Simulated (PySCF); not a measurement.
Excitation energy of Ir⁺ by level of theory

Ir⁺ [Xe] 4f14 5d7 6s1 (5F) → Ir⁺ [Xe] 4f14 5d6 6s1 7s1 (7D), as a difference of total energies. Calculation: PySCF 2.14, in aug-cc-pwCVDZ-PP with ECP60MDF; a scalar-relativistic core potential. Correlated levels: valence: 5s2 5p6 frozen. The calculations carry no spin-orbit coupling.

```tsv
method	excitation energy (eV)
UHF	11.091
MP2 (valence)	12.244
SCS-MP2 (valence)	12.541
CCSD (valence)	12.149
CCSD(T) (valence)	12.193
```

Q: How much does correlation contribute at CCSD(T) (valence)?

A: 12.193 − (11.091) = 1.102 eV, measured against UHF.

The promoted electron is Rydberg-like, and one or two diffuse shells describe it only roughly, which tends to raise the upper state.
